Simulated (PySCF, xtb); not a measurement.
2-chlorocyclopenta-1,3-diene (C₅H₅Cl), SMILES ClC1C=CCC=1.

xtb with GFN2-xTB at its own geometry gives an orbital gap of 3.62 eV and a dipole moment of 2.52 D.

Coordinates come from a PBE0-D3(BJ)/def2-SVP optimisation. The values are those of a single conformer.

Problem. What does PySCF with PBE/def2-TZVP give? (The exact figures need the calculation; the answer reports its results.)

Solution. gap 3.73 eV (levels -5.49 and -1.76 eV), dipole 1.97 D.
